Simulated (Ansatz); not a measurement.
Reaction (cleavage of the Si–Ge bond): `F[CH](F)[GeH2][SiH3]` + `O[CH2][ZnH]` → `[SiH3]O[CH2][ZnH]` + `F[CH](F)[GeH3]`

Calculated with Ansatz (gas phase, PBE0-D4/def2-TZVP geometries, no zero-point term in ΔE). CBS: MP2 limit from def2 TZ/QZ plus the TZ coupled-cluster correction, frozen cores. DFT in def2-TZVPP. B3LYP here is the variant with VWN-RPA as its local correlation; programs differ in this. For Ge, Zn outer-core shells are correlated without core-valence functions, which leaves a few kJ/mol of doubt a bond. Scalar relativity is left out up to krypton. One conformer a species, not always the lowest.

| level | ΔE (eV) |
| --- | --- |
| ωB97M-V | -0.80 |
| B3LYP | -0.77 |
| MP2/def2-QZVPP | -0.86 |
| HF/CBS(def2) | -1.06 |

Task: What does CCSD(T)/CBS give? (Best estimate.)

Result: Ansatz gave: -0.78 eV. The listed levels differ from it by -0.02, 0.01, -0.08, -0.28 eV.

Largest T1 diagnostic among the species: 0.014.

In def2-TZVPP, CCSD(T) changes the Hartree–Fock value by +0.24 eV (the triples alone add +0.03 eV) and MP2 by +0.18 eV. From PBE to PBE0 (25 % exact exchange), in def2-TZVPP and without D4, ΔE moves by −0.08 eV.
